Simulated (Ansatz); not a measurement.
A run for Ansatz (a program for electronic structure): R-PBE0/def2-TZVPPD on ClH5Si (a complex), monomers drawn apart or pushed together. Files ending in .json are basis or fitting sets from the Basis Set Exchange.

Ansatz 0.2 input:
```yaml
crystal:
  periodic: [false, false, false]
  atoms:
    - {symbol: Cl, position_ang: [0.62551507, 1.13809305, -0.22468063]}
    - {symbol: H, position_ang: [1.11864222, -0.03363166, -0.05764518]}
    - {symbol: Si, position_ang: [-0.30072707, -0.26003036, 3.77693047]}
    - {symbol: H, position_ang: [-0.43750867, 1.20958668, 3.85744242]}
    - {symbol: H, position_ang: [-1.28185680, -0.80744296, 2.81416856]}
    - {symbol: H, position_ang: [-0.53845805, -0.85639737, 5.11172746]}
    - {symbol: H, position_ang: [1.06780479, -0.60961898, 3.33037149]}
basis:
  gaussian:
    orbitals: def2-TZVPPD.json
hamiltonian:
  xc: {name: PBE0}
scf: {lower_state_search: off}
```

The head of its log:

```
WARN ansatz: RAYON_NUM_THREADS=2 ignored (pool sized by the plan → 2); use --threads N
Functional definition: PBE0
these checks for a lower state are left out or cut short: stability, starts, cluster_reference, orbital_swaps, neighbouring_geometries, increment
integrals: 0.08 GiB planned
951 factors; their error is unknown
mean field: 0.74 GiB planned
mean field evaluation 1: about -20473.9604 eV, gradient 1.3e1 eV
mean field evaluation 2: about -20474.2606 eV, gradient 9.6e0 eV
```

Q: What total energy does the run end on?

A: -752.4239 hartree.
